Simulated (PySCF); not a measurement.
Species: gallium isocyanide, CGaN (singlet state).
Geometry (PBE0-D3(BJ)/def2-SVP, Å), atoms numbered from 1 in this order:
```
atom  x, y, z in Å
C1    -1.2687   -0.5989    0.0082
N2    -0.2407   -0.0135   -0.0260
Ga3    1.5160    0.8205   -0.0272
```

Computed with core-valence-separated Tamm–Dancoff BHandHLYP/aug-pcX-1 (def2-SVPD on Ga) in PySCF, non-relativistic, gas phase, PBE0-D3(BJ)/def2-SVP geometry. BHandHLYP without relativity tends to put these K edges a few eV too low, so spacings mean more than positions.

The lowest roots of each edge with f over 0.003 (five at most, numbered afresh; weaker and dark ones are left out), with transition dipoles (au) in the frame of the coordinates:

```csv
root,edge,E (eV),f,μx,μy,μz
1,C,282.41,0.0732,0.0274,-0.0517,0.0845
2,C,282.41,0.0732,0.0378,-0.0757,-0.0586
3,C,285.98,0.0074,0.0125,-0.0245,0.0173
4,C,285.98,0.0074,-0.0075,0.0155,0.0274
5,C,287.34,0.0036,0.0201,0.0103,-0.0003
6,N,397.48,0.0106,0.0041,-0.0087,-0.0315
7,N,397.48,0.0106,-0.0144,0.0281,-0.0096
8,N,398.31,0.0418,0.0226,-0.0436,0.0434
9,N,398.31,0.0418,-0.0192,0.0389,0.0491
10,N,400.12,0.0122,-0.0315,-0.0159,0.0004
```

Q: What is the unit vector of the normal of the molecular plane, and which share of each root's |μ|² lies along it?

A: (-0.15, 0.32, 0.93), up to sign.

```csv
root,core hole on,share along it,final orbital under reflection in the plane
1,C1,0.32,–
2,C1,0.68,–
3,C1,0.04,even
4,C1,0.96,odd
5,C1,0.00,even
6,N2,1.00,odd
7,N2,0.00,even
8,N2,0.12,–
9,N2,0.88,–
10,N2,0.00,even
```

The 1s orbitals of atoms in the plane are even under the reflection, so light polarised along the normal reaches odd orbitals alone (the out-of-plane π set) and light polarised in the plane even ones.

Q: For fixed molecules, how does the intensity of root 6 change when the electric field is turned 20° away from the normal of the molecular plane?

A: Intensity goes as (E·μ)², and μ lies along that direction, so it falls to cos²20° = 0.88 of its maximum; it vanishes at 90°.

Q: Molecules are fixed in this frame and the field points along x. What effective strengths 3 f cos²θ do the roots have (θ between field and μ)?

A: root 1 (C1): 0.016, root 2 (C1): 0.030, root 3 (C1): 0.003, root 4 (C1): 0.001, root 5 (C1): 0.009, root 6 (N2): 0.000, root 7 (N2): 0.006, root 8 (N2): 0.015, root 9 (N2): 0.011, root 10 (N2): 0.029. Averaged over all orientations cos²θ is 1/3, which gives f back. For degenerate partners only the sum has meaning, as the program may mix them freely.

 Relativistic effects, spin–orbit coupling among them, are left out although an element past zinc is present.

Cost: about 6 s of CPU time on one thread; the machine was shared, so the figure is rough.
